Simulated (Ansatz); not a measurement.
Consider the ligand exchange at the Si–O bond: `O[SiH2][SiH](O)O` + HCl → `O[SiH2][SiH](O)Cl` + H₂O.

Isolated molecules relaxed with PBE0-D4/def2-TZVP in Ansatz; ΔE leaves out vibrations. CCSD(T)/CBS is the MP2 limit (def2-TZVPP, def2-QZVPP) plus CCSD(T) − MP2 in def2-TZVPP, frozen cores. This one scheme is used for every species. Functionals use def2-TZVPP. B3LYP here is the variant with VWN-RPA as its local correlation; programs differ in this. One conformer a species, not always the lowest.

`O[SiH2][SiH](O)O`:

```xyz
11

O    -1.365   -1.563   -1.033
Si   -0.256   -0.398   -1.415
Si    0.178    0.803    0.563
O     1.769    1.130    0.830
O    -0.464   -0.270    1.653
H    -1.469   -1.704   -0.088
H    -0.801    0.443   -2.513
H     1.012   -1.010   -1.916
H    -0.467    2.131    0.721
H     2.402    0.438    0.628
H    -0.539   -0.001    2.571
```

HCl:

Z-matrix (Å, degrees):
```
Cl
H 1 1.279
```

`O[SiH2][SiH](O)Cl`:

Z-matrix (Å, degrees):
```
Si
Si 1 2.348
O 1 1.650 2 106.6
H 1 1.483 2 112.4 3 -118.5
H 1 1.491 2 109.2 3 121.1
Cl 2 2.066 1 111.9 3 89.7
O 2 1.649 1 101.2 3 -27.6
H 2 1.486 1 117.8 3 -148.8
H 3 0.960 1 115.5 2 27.5
H 7 0.960 2 118.9 1 178.4
```

H₂O:

Z-matrix (Å, degrees):
```
O
H 1 0.960
H 1 0.960 2 105.1
```

```tsv
level	ΔE (kJ/mol)	difference from CCSD(T)/CBS
PBE0-D4	-7.2	-3.7
B3LYP-D4	-1.2	2.3
B2PLYP	1.6	5.1
PBE	-4.8	-1.3
PBE0	-5.4	-1.9
SCS-MP2/def2-TZVPP	1.2	4.7
CCSD(T)/def2-TZVPP	2.2	5.7
MP2/def2-QZVPP	-5.2	-1.7
SCS-MP2/def2-QZVPP	-2.0	1.5
HF/CBS(def2)	2.9	6.4
CCSD(T)/CBS	-3.5	0
```

Largest T1 diagnostic among the species: 0.012.

The D4 term adds −3.2 kJ/mol with B3LYP and −1.8 kJ/mol with PBE0; it sums over pairs of atoms, weighted by their polarisabilities, and B3LYP, whose exchange is more repulsive, gets the larger term.

CCSD(T)/CBS has its own doubt, a few kJ/mol and more with outer-core shells, so smaller differences from it don't rank the levels.
